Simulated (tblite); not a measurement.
C₆H₄F₂N (doublet state).
Bonds: N1–C2, C2–C3 (aromatic), C3–C4 (aromatic), C4–F5, C4–C6 (aromatic), C6–C7 (aromatic), C7–C8 (aromatic), C8–F9, C2–C8 (aromatic). Hydrogens: H10, H11 on N1; H12 on C3; H13 on C6.

The geometry is computed with GFN2-xTB (gas phase). This method treats the open shell by occupation alone, without spin polarisation.

List the bond lengths and angles at this level.

```json
{"bond": "N1–C2", "length (Å)": "1.368"}
{"bond": "C2–C3", "length (Å)": "1.394"}
{"bond": "C3–C4", "length (Å)": "1.381"}
{"bond": "C4–F5", "length (Å)": "1.347"}
{"bond": "C4–C6", "length (Å)": "1.392"}
{"bond": "C6–C7", "length (Å)": "1.363"}
{"bond": "C7–C8", "length (Å)": "1.357"}
{"bond": "C8–F9", "length (Å)": "1.355"}
{"bond": "C2–C8", "length (Å)": "1.413"}
{"bond": "N1–H10", "length (Å)": "1.007"}
{"bond": "N1–H11", "length (Å)": "1.006"}
{"bond": "C3–H12", "length (Å)": "1.079"}
{"bond": "C6–H13", "length (Å)": "1.077"}
```

A selection of angles:
```json
{"angle": "N1–C2–C3", "degrees": "122.4"}
{"angle": "N1–C2–C8", "degrees": "120.1"}
{"angle": "C3–C2–C8", "degrees": "117.5"}
{"angle": "C2–C3–C4", "degrees": "120.3"}
{"angle": "C3–C4–F5", "degrees": "118.9"}
{"angle": "C3–C4–C6", "degrees": "122.3"}
{"angle": "F5–C4–C6", "degrees": "118.8"}
{"angle": "C4–C6–C7", "degrees": "115.8"}
{"angle": "C6–C7–C8", "degrees": "124.6"}
{"angle": "C7–C8–F9", "degrees": "122.9"}
{"angle": "C2–C8–C7", "degrees": "119.5"}
{"angle": "C2–C8–F9", "degrees": "117.6"}
{"angle": "H10–N1–C2", "degrees": "116.8"}
{"angle": "H11–N1–C2", "degrees": "117.7"}
```

The 9 heavy atoms lie in one plane (0.020 Å rms). C8 (carbon bonded to 2 C and F) is planar (angles 122.9°, 119.5° and 117.6°, sum 360.0°, 0.01 Å off the plane of its three neighbours). H10 on N1 lies 2.35 Å from F9, 4 bonds away (angle at H 101°; Bondi radii sum to 2.67 Å). C3 (carbon bonded to 2 C and H) is planar (angles 120.3°, 120.2° and 119.5°, sum 360.0°, 0.00 Å off the plane of its three neighbours). The C–C distances run from 1.357 Å (C7–C8, aromatic) to 1.413 Å (C2–C8, aromatic), a spread of 0.056 Å. The 6-membered ring C2–C3–C4–C6–C7–C8 has internal angles of 115.8° to 124.6°; it is planar, 0.00 Å rms from its mean plane, widest ring torsion 1°. C2 (carbon bonded to 2 C and N) is planar (angles 122.4°, 120.1° and 117.5°, sum 360.0°, 0.01 Å off the plane of its three neighbours).

Point group: near Cs, missed by 0.32 Å at most; the miss may be what the optimiser left on a soft mode. Its GFN2-xTB frequencies are all real (lowest 123 cm⁻¹). Torsions: H–N1–C2–C3 -168° and -22°.

One conformer stands for the species.
